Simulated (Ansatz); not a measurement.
`CCCC(N)=O` and `CCCC(=O)N(C)C` differ in one atom or group.

Ansatz, PBE0-D4/def2-TZVP geometries, multiplicity 1. Each molecule was computed in one conformer, which needn't be the lowest.

| property | `CCCC(N)=O` |
| --- | --- |
| LUMO energy (PBE/def2-TZVPP) / eV | -0.31 |
| LUMO energy (B3LYP/def2-TZVPP) / eV | 0.45 |
| HOMO energy (ωB97M-V/def2-TZVPP) / eV | -9.71 |
| LUMO energy (ωB97M-V/def2-TZVPP) / eV | 2.23 |
| HOMO–LUMO gap (ωB97M-V/def2-TZVPP) / eV | 11.94 |
| size of the dipole moment (B3LYP/def2-TZVPP) / D | 3.61 |

Problem. Give the same properties after the change, and the shifts. (Best estimate.)

Solution. Computed: 
```tsv
property	`CCCC(=O)N(C)C`	shift
LUMO energy (PBE/def2-TZVPP) / eV	-0.19	0.12
LUMO energy (B3LYP/def2-TZVPP) / eV	0.57	0.12
HOMO energy (ωB97M-V/def2-TZVPP) / eV	-9.13	0.58
LUMO energy (ωB97M-V/def2-TZVPP) / eV	2.29	0.06
HOMO–LUMO gap (ωB97M-V/def2-TZVPP) / eV	11.41	-0.53
size of the dipole moment (B3LYP/def2-TZVPP) / D	3.52	-0.09
```

With PBE0 the HOMO rises by 0.41 eV and the LUMO rises by 0.12 eV, so the gap narrows by about 0.29 eV. PBE moves the HOMO by 0.12 eV and ωB97M-V by 0.58 eV. Dipoles are sizes alone; their direction can turn.

B3LYP here is the variant with VWN-RPA as its local correlation; programs differ in this.
